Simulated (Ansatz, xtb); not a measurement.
C6H6OS: which of two isomers lies lower

Structure X: `Oc1ccccc1S`, a singlet. Structure Y: `Oc1cccc(S)c1`, a singlet. Both are isolated molecules in the gas phase, relaxed with B3LYP/def2-SVP; the shapes shown needn't be the lowest conformers.

X (Å):

```xyz
14

C     0.5193   -0.3560   -0.8249
C     1.1099    0.7997   -0.2870
C     0.6943    1.2878    0.9496
C    -0.3115    0.6373    1.6769
C    -0.9027   -0.5109    1.1492
C    -0.5039   -1.0073   -0.0990
O     0.9438   -0.8026   -2.0210
S    -1.2081   -2.5171   -0.7776
H     0.4634   -1.6323   -2.2075
H     1.8959    1.2937   -0.8618
H     1.1647    2.1876    1.3547
H    -0.6297    1.0208    2.6486
H    -1.6853   -1.0378    1.6998
H    -2.1995   -1.9470   -1.5099
```

Y (Å):

```csv
atom,x (Å),y (Å),z (Å)
C,-0.0046,-0.4793,-1.2936
C,0.8545,0.6035,-1.0519
C,0.9833,1.0901,0.2473
C,0.2755,0.5227,1.3121
C,-0.5824,-0.5596,1.0679
C,-0.7198,-1.0582,-0.2376
O,-0.1081,-0.9302,-2.5698
S,-1.5308,-1.3564,2.3477
H,-0.7258,-1.6725,-2.6030
H,1.4030,1.0409,-1.8877
H,1.6520,1.9332,0.4405
H,0.3925,0.9216,2.3219
H,-1.0980,-0.5861,3.3700
H,-1.3876,-1.9029,-0.4352
```

Question: Estimate which is lower in electronic energy at CCSD(T)/def2-SVP + ΔMP2/def2-TZVPP, and by roughly how much.

Answer: The CCSD(T)/def2-SVP + ΔMP2/def2-TZVPP calculation puts structure X lower, by 12.0 kJ/mol.

The same difference at several levels:

| level | geometry | E(Y) − E(X) (kJ/mol) | departure from the last row (kJ/mol) | job, with rough time for the two |
| --- | --- | --- | --- | --- |
| B3LYP/def2-SVP | B3LYP/def2-SVP | +13.7 | +1.7 | optimisation, 3.3 min |
| HF/def2-SVP | B3LYP/def2-SVP | +11.8 | −0.2 | part of the CCSD(T) run |
| MP2/def2-SVP | B3LYP/def2-SVP | +15.1 | +3.1 | part of the CCSD(T) run |
| CCSD(T)/def2-SVP | B3LYP/def2-SVP | +14.8 | +2.8 | single point |
| CCSD(T)/def2-SVP + ΔMP2/def2-TZVPP | B3LYP/def2-SVP | +12.0 |  | single point, 5.1 min |

As drawn, both hold the same kinds of bond in the same numbers.

None of the levels shown reverses the order. The largest departure from CCSD(T)/def2-SVP + ΔMP2/def2-TZVPP is that of MP2/def2-SVP, 3.1 kJ/mol. No reliable frequencies are at hand for X, so it isn't confirmed as a minimum. Levels run at GFN2-xTB geometries aren't shown. The last row adds to CCSD(T) the change of the MP2 difference between the two basis sets, here −2.8 kJ/mol.

The correlated steps freeze 12 core orbitals. Run with Ansatz 0.2.0, xtb 6.7.1; the last row on 2 threads of Arm Neoverse N1 on a shared host.
